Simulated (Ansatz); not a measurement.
Relaxation of Ge4F8 (charge 0, singlet) with RKS PBE-D4/def2-SVP in Ansatz.

Positions (Å) and forces (eV/Å) at steps 25, 26, 28 of 28:

```xyz
12
step=25 energy=-247718.6148 eV
Ge    1.581   -1.999    0.422   -0.029   -0.003    0.033
Ge   -2.115   -1.519    0.541   -0.021    0.058   -0.008
Ge    1.084   -0.039   -1.269    0.042    0.028   -0.079
Ge   -0.268    1.414    0.364   -0.044    0.038    0.073
F    -0.377   -2.431    0.702    0.065   -0.013    0.000
F     2.576    0.915   -1.334   -0.056   -0.030    0.012
F     1.415   -0.562    1.522    0.018   -0.022    0.000
F    -1.344    0.113    1.374   -0.009   -0.021   -0.040
F    -1.662    2.340   -0.163    0.045   -0.021    0.009
F    -1.583   -0.854   -1.052   -0.003   -0.012    0.032
F     0.412    0.298   -2.859    0.011    0.007    0.013
F     0.280    2.325    1.752   -0.018   -0.011   -0.045
12
step=26 energy=-247718.6156 eV
Ge    1.580   -2.003    0.418   -0.022   -0.010    0.021
Ge   -2.116   -1.518    0.545   -0.017    0.047   -0.006
Ge    1.081   -0.041   -1.273    0.026    0.023   -0.045
Ge   -0.268    1.413    0.365   -0.027    0.027    0.039
F    -0.377   -2.431    0.707    0.055   -0.010    0.001
F     2.571    0.916   -1.325   -0.028   -0.019    0.002
F     1.426   -0.569    1.520    0.006   -0.010    0.001
F    -1.347    0.115    1.374   -0.007   -0.022   -0.022
F    -1.659    2.339   -0.170    0.024   -0.010    0.007
F    -1.583   -0.857   -1.049   -0.005   -0.011    0.019
F     0.414    0.308   -2.862    0.006    0.004    0.010
F     0.276    2.329    1.750   -0.012   -0.009   -0.027
12
step=28 energy=-247718.6162 eV
Ge    1.579   -2.006    0.417   -0.011   -0.015    0.001
Ge   -2.117   -1.520    0.546   -0.007    0.019   -0.002
Ge    1.078   -0.041   -1.277   -0.002   -0.003    0.000
Ge   -0.267    1.415    0.366    0.006    0.003   -0.006
F    -0.373   -2.430    0.717    0.024   -0.004    0.000
F     2.571    0.909   -1.324    0.007    0.005   -0.003
F     1.434   -0.573    1.521   -0.003    0.008    0.005
F    -1.353    0.116    1.368   -0.003   -0.015    0.002
F    -1.652    2.344   -0.175   -0.007    0.004   -0.002
F    -1.582   -0.869   -1.050   -0.004   -0.004    0.003
F     0.410    0.324   -2.861   -0.001    0.001   -0.003
F     0.270    2.331    1.753    0.000    0.001    0.005
```

The structure comes from a short search, and lower isomers may exist.
